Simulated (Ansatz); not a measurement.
Geometry optimisation, DFT LDA, scalar-relativistic, plane waves, PAW in Ansatz.

Input file:

```yaml
crystal:
  lattice:
    - [5.48, 0.0, 0.0]
    - [2.74, 4.745819, 0.0]
    - [0.0, 0.0, 17.32646]
  atoms:
    - { symbol: Os, position: [0.0, 0.0, 0.0577152] }
    - { symbol: Os, position: [0.5, 0.0, 0.0577152] }
    - { symbol: Os, position: [0.0, 0.5, 0.0577152] }
    - { symbol: Os, position: [0.5, 0.5, 0.0577152] }
    - { symbol: Os, position: [-0.1666667, 0.3333333, 0.1825664] }
    - { symbol: Os, position: [0.3333333, 0.3333333, 0.1825664] }
    - { symbol: Os, position: [-0.1666667, 0.8333333, 0.1825664] }
    - { symbol: Os, position: [0.3333333, 0.8333333, 0.1825664] }
    - { symbol: Os, position: [0.0, 0.0, 0.3074177] }
    - { symbol: Os, position: [0.5, 0.0, 0.3074177] }
    - { symbol: Os, position: [0.0, 0.5, 0.3074177] }
    - { symbol: Os, position: [0.5, 0.5, 0.3074177] }
    - { symbol: Si, position: [0.6553713, 0.1923105, 0.4332368] }
basis:
  ecutwfc: 420.0
kpoints:
  mp_grid: { grid: [4, 4, 1] }
hamiltonian:
  xc: lda
scf:
  occupations: { method: fermi_dirac, width: 0.15 }
  lower_state_search: "off"
relax:
  f_tol: 0.03
  max_steps: 60
  adjacent_minimum: "off"
  constraints: [{ sites: [0, 1, 2, 3] }]
output:
  write_density: true
  write_potential: true
  elf: true
  volumetric_format: npy
```

Run as:

```bash
$ ansatz run input.yaml --threads 4 --pin off --max-ram 10240MiB --backend cpu --events-out ev --progress --plain --runs-dir out
```

Question: Where does it end, and by what steps?

Answer: The forces met the threshold. The force dipped under the threshold on the way, but the program's further checks kept it going. Limits of this set-up: coarse k mesh, thin slab, slab without dipole correction, a typed lattice constant that wasn't relaxed here. After 5 steps the energy has fallen by 1.308 eV; Si13 moved furthest, 0.59 Å.

```
step  energy less start (eV)  largest force component (eV/Å)  accepted
   0                  0.0000                           2.845       yes
   1                 -0.7141                           2.103       yes
   2                 -1.1221                           0.880       yes
   3                 -1.3052                           0.247       yes
   4                 -1.3079                           0.024       yes
   5                 -1.3079                           0.024       yes
```

```xyz
13
Lattice="5.4800 0.0000 0.0000 2.7400 4.7458 0.0000 0.0000 0.0000 17.3265" Properties=species:S:1:pos:R:3
Os 0.000 0.000 1.000
Os 2.740 0.000 1.000
Os 1.370 2.373 1.000
Os 4.110 2.373 1.000
Os 0.001 1.583 3.060
Os 2.739 1.583 3.060
Os 1.370 3.954 3.060
Os 4.110 3.955 3.016
Os 0.036 -0.021 5.152
Os 2.704 -0.021 5.152
Os 1.370 2.373 5.116
Os 4.110 2.416 5.152
Si 4.110 0.793 6.926
```

Whether the end is a true minimum wasn't checked by a vibrational analysis.

Run time: 45 s on 4 threads of Intel(R) Xeon(R) Platinum 8488C (Sapphire Rapids) (shared host), peak memory 1.6 GiB.
